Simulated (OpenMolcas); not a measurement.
# BGeH5 (SMILES [BH2][GeH3]): the HOMO–LUMO gap, rung by rung

BGeH5: 7 atoms, total charge 0, spin state singlet. SMILES: `[BH2][GeH3]`. The shape is that of a PBE0-D4/def2-TZVP optimisation.

Quantity: the HOMO–LUMO gap, in eV. The values are calculated.

| level | kind | program | value (eV) | CPU time |
| --- | --- | --- | --- | --- |
| SVWN5/aug-cc-pVDZ | LDA | OpenMolcas | 3.57 | 48 s |
| BLYP/aug-cc-pVDZ | GGA | OpenMolcas | 3.78 | 63 s |
| PBE/aug-cc-pVDZ | GGA | OpenMolcas | 3.74 | 61 s |
| M06-L/aug-cc-pVDZ | meta-GGA | OpenMolcas | 4.68 | 81 s |
| r2SCAN/aug-cc-pVDZ | meta-GGA | OpenMolcas | 4.40 | 74 s |
| B3LYP/aug-cc-pVDZ | global hybrid | OpenMolcas | 5.52 | 59 s |
| M06-2X/aug-cc-pVDZ | hybrid meta-GGA | OpenMolcas | 7.89 | 84 s |
| PBE0/aug-cc-pVDZ | global hybrid | OpenMolcas | 5.94 | 62 s |

All-electron rows without a relativistic Hamiltonian named are non-relativistic. The values span 3.57 to 7.89 eV. Orbital gaps aren't excitation energies; they tend to grow with the share of exact exchange. CPU times are rough (shared hosts, several kinds of processor): they show what a rung costs within a factor of a few.
